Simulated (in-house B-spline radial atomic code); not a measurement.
## Functionals against successive ionisation energies: Ge to Ge⁴⁺

Ionisation energies as differences of self-consistent total energies from an all-electron radial atomic-structure program (B-spline basis): all electrons, radial basis limit, scalar-relativistic (one-electron X2C), spin-polarised at highest spin, spherical densities; exact exchange is averaged over the determinants of each configuration. No spin-orbit coupling, Breit or QED terms. NIST's values run from ground level to ground level, so in open shells the differences also hold multiplet and fine-structure energies that spherical high-spin averages miss. Columns give computed minus NIST, in eV; a star marks a semi-empirical value. Species are left out where the tabulated value is theory, is uncertain by more than 0.12 eV, or (13 ions, such as In⁴⁺, Te⁴⁺ and Bi⁴⁺) lies off its series for all methods alike, which flatters the means a little.

| species | shell | NIST (eV) | LDA exchange-only | PBEsol | HSE06 | BHandHLYP | B97-1 | AM05 |
| --- | --- | --- | --- | --- | --- | --- | --- | --- |
| Ge | 4p | 7.90 | -0.68 | +0.05 | +0.05 | -0.13 | -0.13 | +0.01 |
| Ge⁺ | 4p | 15.93 | -1.07 | -0.23 | -0.18 | -0.22 | -0.37 | -0.28 |
| Ge²⁺ | 4s | 34.06 | -0.78 | +0.27 | +0.05 | -0.10 | +0.28 | +0.21 |
| Ge³⁺ | 4s | 45.72 | +0.21 | +0.87 | +0.65 | +0.50 | +0.27 | +0.81 |
| Ge⁴⁺ | 3d | 90.50 ± 0.02 | -1.56 | +0.09 | -0.15 | -0.39 | -0.09 | +0.13 |

(1) How do the methods rank, and which species is hardest?

Results:

(1) Mean absolute (signed) differences: HSE06 0.21 (+0.09) eV; B97-1 0.23 (-0.01) eV; BHandHLYP 0.27 (-0.07) eV; AM05 0.29 (+0.17) eV; PBEsol 0.30 (+0.21) eV; LDA exchange-only 0.86 (-0.78) eV. For Ge³⁺, which loses a 4s electron, the nearest method is off by +0.21 eV, the largest such miss. The first two are tied within the accuracy of the references.
